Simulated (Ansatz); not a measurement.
Cost and result for the atomization energy of CH8O2Si2 (`C[Si](O)(O)[SiH3]`) (13 atoms, 12 bonds).

```xyz
13

C     0.4324    0.4551    1.5981
Si    0.4546    0.0928   -0.2321
O     0.9325    1.3901   -1.1194
O     1.5479   -1.1113   -0.5373
Si   -1.6808   -0.4556   -1.0363
H    -0.2363    1.2921    1.8143
H     0.0808   -0.4072    2.1724
H     1.4320    0.7183    1.9571
H     1.8709    1.5885   -1.1364
H     1.6556   -1.7920    0.1278
H    -1.6537   -0.7515   -2.4936
H    -2.1844   -1.6662   -0.3250
H    -2.6515    0.6468   -0.7896
```

The species carries charge 0 and has multiplicity 1. Geometry: relaxed with PBE0-D4/def2-TZVP. It is one conformer, not always the lowest. Program: Ansatz. All runs use 2 threads of an AMD EPYC 7R13 on a shared host and a share of an NVIDIA H100 80 GB. Times are those of one run each, without the atoms' runs, and a repeat can differ threefold. Electronic energies, without spin–orbit coupling; frozen cores. CCSD(T)/CBS adds CCSD(T) − MP2 in def2-TZVPP to the MP2 limit, and its time is that of the two runs behind it. T1 = 0.012. B3LYP takes the VWN-RPA correlation (the form of Gaussian; ORCA's B3LYP/G).

CCSD(T)/CBS is a level of theory with its own doubt, some kJ/mol a heavy atom from the limit and from the frozen cores, so smaller differences don't rank the functionals.

```
                             level  functions  wall time  atomization (kcal/mol)  difference from CCSD(T)/CBS  per bond
                PBE0-D4/def2-TZVPP        289      3.8 s                  1109.3                        -14.8      -1.2
   PBE-D4/def2-TZVPP (with forces)        289      3.9 s                  1124.2                          0.1       0.0
r2SCAN-D4/def2-TZVPP (with forces)        289      4.5 s                  1120.4                         -3.7      -0.3
 B3LYP-D4/def2-TZVPP (with forces)        289      5.5 s                  1116.5                         -7.6      -0.6
                 B2PLYP/def2-TZVPP        289        8 s                  1105.3                        -18.8      -1.6
  ωB97M-V/def2-TZVPP (with forces)        289      8.5 s                  1121.6                         -2.5      -0.2
                ωB97X-V/def2-TZVPP        289      8.5 s                  1123.9                         -0.2       0.0
                    MP2/def2-QZVPP        551       13 s                  1123.8                         -0.3       0.0
                CCSD(T)/def2-TZVPP        289       13 s                  1093.1                        -31.0      -2.6
                 CCSD(T)/CBS(def2)          –       26 s                  1124.1                          0.0       0.0
```

The D4 term adds +10.8 kcal/mol with B3LYP and +5.7 kcal/mol with PBE0; it sums over pairs of atoms, weighted by their polarisabilities, and B3LYP, whose exchange is more repulsive, gets the larger term. From PBE to PBE0 (25 % exact exchange), in def2-TZVPP and without D4, the atomization energy moves by −13.9 kcal/mol: exact exchange takes away binding that semilocal exchange gives to molecules. In def2-TZVPP, CCSD(T) changes the Hartree–Fock value by +268.1 kcal/mol (the triples alone add +13.4 kcal/mol) and MP2 by +280.2 kcal/mol; breaking electron pairs costs correlation energy, which Hartree–Fock lacks.
